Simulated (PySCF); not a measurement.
Predicted microwave data (PBE0/pcSseg-1 in PySCF (dipole) on a GFN2-xTB geometry, gas phase) for one isomer of C3H8F2N2Si2:

```
Rotational constants : A = 1358, B = 945.7, C = 709.9 MHz
Dipole components    : |μa| = 2.38 D, |μb| = 0.63 D, |μc| = 1.54 D
Inertial defect      : -194.70 u·Å²
κ                    : -0.27
```

Question: Which structure is it? (One computed conformer of each.)
A. `[N:1]#[C:2][CH2:3][C:4]([F:5])([F:6])[SiH2:7][SiH2:8][NH2:9]` with C2–C3–C4–F5 -171°, C3–C4–Si7–Si8 -50°, C4–Si7–Si8–N9 57°, Si7–Si8–N9–H 45° and -176°
B. `[N:1]#[C:2][CH2:3][Si@H:4]([F:5])[NH:6][SiH2:7][CH2:8][F:9]` with C2–C3–Si4–F5 155°, C3–Si4–N6–Si7 166°, Si4–N6–Si7–C8 -1°, N6–Si7–C8–F9 60°

Answer: A. It is N#CCC(F)(F)[SiH2][SiH2]N, an asymmetric top, point group C1. The candidates at the same level (rigid rotor, commonest isotopes):

```tsv
SMILES	A (MHz)	B (MHz)	C (MHz)	μa (D)	μb (D)	μc (D)	Δ (u·Å²)	point group	rotor
N#CC[Si@H](F)N[SiH2]CF	1914	660.3	555.0	1.52	1.07	1.55	-118.70	C1	asymmetric top
N#CCC(F)(F)[SiH2][SiH2]N	1358	945.7	709.9	2.38	0.63	1.54	-194.70	C1	asymmetric top
```

`N#CC[Si@H](F)N[SiH2]CF` has A 41 % too high. No structure here is proved a minimum.
